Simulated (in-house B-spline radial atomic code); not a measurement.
## RPA and G0W0 on LDA VWN5: O V (O4+)

Configuration [He] 2s2, mean-field start LDA VWN5. Computed with a B-spline radial code for spherical atoms: all electrons, non-relativistic, point nucleus, each spin shell either full or empty, empty states to l = 9 with an (l + 1/2)⁻⁴ tail; G0W0 by contour deformation at full frequency.

Command:
```bash
python run_gw.py task.json out
```
Settings (radii: box in bohr, nucleus in fm):
```
Z                        8
electrons                4
configuration            [He] 2s2
hamiltonian              nr
method                   lda,vwn
lmax                     9
spin_polarised           False
box_radius               11.96
intervals                45
ion_configuration        [He] 2s1
```

Time taken, with all properties: 0.7 s on 1 thread of Arm Neoverse V2, with other jobs on the host.

Energies (hartree):

```json
{"term": "mean-field total", "value": "-67.81134"}
{"term": "Hartree-Fock functional on these orbitals", "value": "-68.25313"}
{"term": "direct second order", "value": "-0.39235"}
{"term": "second-order exchange", "value": "0.19297"}
{"term": "SOSEX correction", "value": "0.13503"}
```

**Question.** What is the RPA correlation energy, and what remains with SOSEX?

**Answer.** RPA gives -0.27509 hartree (-1.87 eV per electron); RPA + SOSEX gives -0.14006, and the second-order doubles -0.19938 hartree (no singles). SOSEX takes back 49 % of the RPA value.

Quasi-particle levels (eV):

```tsv
level	occupied	mean field	Σx - vxc	Σc	QP weight	G0W0
2s	yes	-102.18	-9.19	?	?	?
2p	no	-89.27	13.03	-1.78	0.961	-78.02
```

G0W0 = mean field + (Σx - vxc) + Σc, with Σc (partial-wave tail included) taken at the quasi-particle energy. Levels of low weight are left out.

**Question.** Where does G0W0 put 2s?

**Answer.** At -113.92 eV, with Σc = -2.56 eV and a quasi-particle weight of 0.941. The tabulated removal energy is 113.899 eV (NIST, measured).

**Question.** What does it cost to remove one electron (to [He] 2s1) by differences of total energies, each species on its own start (correlation terms add to the Hartree-Fock functional)?

**Answer.** LDA VWN5 112.19 eV, Hartree-Fock functional 110.99 eV, + RPA 114.22 eV, + RPA + SOSEX 113.44 eV, + second order 114.99 eV. Tabulated: 113.899 eV (NIST, measured).
